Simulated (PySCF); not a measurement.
ClF₃H₂OSi₂, SMILES [SiH2](O[Si](F)(F)F)Cl. Atoms are numbered in the order given.

```xyz
9

Si     1.0630    -0.6812     0.4729
F      1.5025    -1.8307     1.5073
F      1.8323    -0.9333    -0.9161
F      1.5289     0.7448     1.0602
O     -0.5567    -0.7234     0.2682
Si    -1.8553     0.3091     0.0146
Cl    -1.3577     1.6856    -1.4501
H     -2.9911    -0.5326    -0.4606
H     -2.1564     1.0483     1.2781
```
Charge 0, spin multiplicity 1.

Geometry optimised at PBE-D3(BJ)/def2-SVP. The structure was generated by enumeration, and PubChem lists no compound with its InChIKey, so it may never have been made. One conformer was computed; it need not be the lowest.

Calculation: PBE-D3(BJ)/def2-SVP run with PySCF.

Frequencies are harmonic and unscaled.

| mode | ν (cm⁻¹) | IR (km/mol) | moving atoms (share of kinetic energy) |
|---|---|---|---|
| 1 | 22 | 0.2 | F 57 %, Cl 25 %, O 13 % |
| 2 | 29 | 1.0 | Cl 35 %, F 27 %, Si 19 %, H 10 %, O 10 % |
| 3 | 54 | 0.5 | F 39 %, Si 20 %, O 17 %, Cl 15 %, H 10 % |
| 4 | 180 | 1.9 | F 57 %, Cl 24 %, Si 16 % |
| 5 | 241 | 1.3 | F 74 %, O 19 % |
| 6 | 270 | 10.4 | F 55 %, O 21 %, Si 17 % |
| 7 | 321 | 47.9 | F 64 %, Si 27 % |
| 8 | 360 | 38.6 | F 55 %, Si 22 %, O 21 % |
| 9 | 384 | 37.0 | F 40 %, O 37 %, Si 20 % |
| 10 | 536 | 49.0 | Si 50 %, Cl 40 % |
| 11 | 606 | 24.1 | H 41 %, Si 32 %, F 18 % |
| 12 | 627 | 46.6 | H 48 %, Si 22 %, F 14 %, O 14 % |
| 13 | 706 | 20.3 | H 89 % |
| 14 | 835 | 123.0 | F 47 %, H 24 %, Si 23 % |
| 15 | 889 | 224.2 | H 63 %, Si 22 % |
| 16 | 930 | 121.3 | H 91 % |
| 17 | 979 | 170.2 | Si 50 %, F 49 % |
| 18 | 985 | 197.6 | Si 50 %, F 49 % |
| 19 | 1098 | 551.9 | O 71 %, Si 24 % |
| 20 | 2212 | 73.7 | H 97 % |
| 21 | 2234 | 97.3 | H 96 % |
